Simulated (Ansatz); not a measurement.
Li₄O₂⁻ (the lowest doublet isomer of a short search) was relaxed with r2SCAN-D4 (def2-TZVPD) in Ansatz in these states: charge -1 doublet, charge -1 quartet. The geometries follow in no particular order.

A:

```xyz
6

Li    1.140   -1.712    2.334
Li   -0.522   -0.813   -0.344
Li   -1.196    1.741   -2.285
Li    0.551    0.798    0.318
O    -0.537    0.805   -1.097
O     0.563   -0.818    1.074
```

B:

```xyz
6

Li   -0.2496   -2.2576    1.5399
Li    0.0969   -0.5850   -1.1619
Li   -1.3359    2.2520   -0.8211
Li    0.9379    0.5883    0.6921
O     0.0029    1.1321   -0.7167
O     0.5478   -1.1298    0.4676
```

**Question.** Judge from the bond lengths which geometry belongs to which state (an estimate).

**Answer.** A is the charge -1 doublet (Li2–Li4 2.045 Å, Li1–O6 1.649 Å, Li3–O5 1.649 Å); B is the charge -1 quartet (Li2–Li4 2.350 Å, Li1–O6 1.749 Å, Li3–O5 1.749 Å).

At r2SCAN-D4/def2-TZVPD the highest occupied level of the charge -1 doublet lies above zero (up to 0.82 eV). It is a level of α spin, whose loss leaves a singlet; that state wasn't run at this geometry and level. The electron is either unbound and held by the finite basis, or the level is raised by self-interaction error. At r2SCAN-D4/def2-TZVPD the highest occupied level of the charge -1 quartet lies above zero (up to 0.71 eV). It is a level of α spin, whose loss leaves a triplet; that state wasn't run at this geometry and level. The electron is either unbound and held by the finite basis, or the level is raised by self-interaction error. At r2SCAN-D4/def2-TZVPD the gap within one spin of the charge -1 doublet nearly closes, so an electron or hole may be smeared out by delocalisation error. At PBE0-D4/def2-TZVPD a doublet lies 1.57 eV below the charge -1 quartet. These are the stationary points nearest to one start from a short search; other shapes may lie lower in each state.
